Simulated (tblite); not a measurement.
Species: C₄H₅FO₂.
Bonds: C1–C2 (double), C2–F3, C2–O4, O4–C5, C5–C6, C5–O7 (double). Hydrogens: H8, H9 on C1; H10, H11, H12 on C6.

Computed with GFN2-xTB (tblite), gas phase: Langevin dynamics at 400 K from the optimised GFN2-xTB geometry, time step 0.5 fs, friction 0.01 fs⁻¹, 2000 steps.

Start geometry:
```
atom  x, y, z in Å
C1      2.251    0.324   -0.140
C2      1.429   -0.583    0.346
F3      1.891   -1.712    0.911
O4      0.070   -0.633    0.406
C5     -0.743    0.355   -0.039
C6     -2.174   -0.048    0.159
O7     -0.361    1.381   -0.523
H8      1.887    1.226   -0.591
H9      3.310    0.157   -0.082
H10    -2.813    0.827    0.087
H11    -2.448   -0.756   -0.622
H12    -2.297   -0.538    1.120
```

The statistics below take the 31 frames saved every 25 fs from 250 to 1000 fs; their kinetic temperature (all 3N coordinates) averages 396 K.

Q: How do the bond lengths spread?

A: 
| bond | start (Å) | mean (Å) | standard deviation (Å) | shortest (Å) | longest (Å) |
| --- | --- | --- | --- | --- | --- |
| C1=C2 | 1.317 | 1.321 | 0.016 | 1.290 | 1.360 |
| C2–F3 | 1.344 | 1.342 | 0.021 | 1.302 | 1.386 |
| C2–O4 | 1.362 | 1.367 | 0.022 | 1.306 | 1.407 |
| O4–C5 | 1.355 | 1.364 | 0.037 | 1.313 | 1.455 |
| C5–C6 | 1.501 | 1.507 | 0.032 | 1.448 | 1.579 |
| C5=O7 | 1.197 | 1.196 | 0.015 | 1.159 | 1.232 |
| C1–H8 | 1.072 | 1.077 | 0.029 | 1.017 | 1.145 |
| C1–H9 | 1.074 | 1.081 | 0.024 | 1.038 | 1.132 |
| C6–H10 | 1.085 | 1.093 | 0.029 | 1.041 | 1.168 |
| C6–H11 | 1.089 | 1.095 | 0.030 | 1.045 | 1.147 |
| C6–H12 | 1.086 | 1.092 | 0.030 | 1.045 | 1.148 |

Q: How far does each atom move about its mean position (frames aligned on the start, all atoms weighted alike), and what rms force does it feel?

A: 
| atom | rms displacement (Å) | rms force (eV/Å) |
| --- | --- | --- |
| C1 | 0.17 | 1.91 |
| C2 | 0.19 | 1.29 |
| F3 | 0.60 | 0.94 |
| O4 | 0.23 | 1.49 |
| C5 | 0.17 | 1.91 |
| C6 | 0.09 | 1.87 |
| O7 | 0.38 | 1.56 |
| H8 | 0.50 | 1.03 |
| H9 | 0.21 | 0.85 |
| H10 | 0.98 | 1.05 |
| H11 | 0.97 | 1.11 |
| H12 | 1.02 | 1.11 |

The displacements run from 0.09 to 1.02 Å, the largest at H12.

Q: Follow the torsions C1–C2–O4–C5 and C2–O4–C5–C6 through every second one of these frames.

A: 
```csv
t (fs),C1–C2–O4–C5 (°),C2–O4–C5–C6 (°)
250,-41,-163
300,-45,-167
350,-6,172
400,29,156
450,39,-178
500,34,-157
550,28,-163
600,30,179
650,38,160
700,51,166
750,36,166
800,27,177
850,23,177
900,20,-173
950,18,-172
1000,21,179
```

Largest departure from the start value over all these frames: C1–C2–O4–C5 55° (start -2°), C2–O4–C5–C6 26° (start 179°).

Q: How widely does the potential energy scatter, against a harmonic estimate?

A: Mean 0.41 eV above the start, standard deviation 0.086 eV, range 0.26 to 0.64 eV. For 30 classical harmonic modes at 400 K the canonical values are 30kT/2 = 0.52 eV and kT·√(30/2) = 0.133 eV.

The run is classical and short, so these are rough statistics of one trajectory.

What follows is the cost of the whole dynamics run. Rough CPU time on one thread of a shared machine: about 14 s.
